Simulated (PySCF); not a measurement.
A structure optimised at PBE-D3(BJ)/def2-TZVP, used in a PySCF frequency run:

```
C
O 1 1.2391
H 2 0.9923 1 119.19
S 1 1.5100 2 174.26 3 180.00
```
Charge +1, spin multiplicity 1.

Task: Write its SMILES, formula and point group.

Result: [OH+]=C=S, CHOS, Cs

Task: What are its rotational constants (standard atomic weights)?

Result: 762.42, 5.6845, 5.6425 GHz
